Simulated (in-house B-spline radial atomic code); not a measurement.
## Removing one electron from Te XLI (Te40+)

Closed shell [Ne] 3s2. Computed with a B-spline radial code for spherical atoms: Koopmans values of Dirac-Hartree-Fock plus a diagonal self-energy, in second order or with its direct term screened (direct RPA, with the hole-particle interaction, or full time-dependent Hartree-Fock), linearised in energy; no-pair Dirac-Coulomb Hamiltonian, finite nucleus. Shifts add to the Koopmans value (the ΔSCF shift is orbital relaxation alone); the final value takes TDHF screening with Breit and QED.

Command:
```bash
python run_mb.py task.json out
```
Settings (nuclear radius in fm, box in bohr, cutoff in hartree):
```
basis_form          2
Z                   52
core_configuration  [Ne] 3s2
rms_radius          4.7423
mass_number         130
speed_of_light      137.036
box_radius          2.947
lmax                7
intervals           57
virtual_cutoff      10816.0
```

Cost of the run: 4.4 s on 1 thread of Arm Neoverse N1 (shared host).

Energies in eV:

```csv
subshell,Koopmans,ΔSCF shift,second order,direct RPA,hole-particle,TDHF,Breit + QED,final
3s1/2,2957.03,-0.202,?,?,?,?,?,?
```

Problem. What does the self-energy do to 3s1/2?

Solution. It shifts the removal energy by 3.579 eV in second order, 2.357 with direct RPA, 2.961 with the hole-particle term and 3.473 with TDHF screening (quasi-particle weight 0.992); Breit and QED add -3.018 eV. The final value is 2957.49 eV, against 2954 ± 4 eV (NIST, tabulated theory).
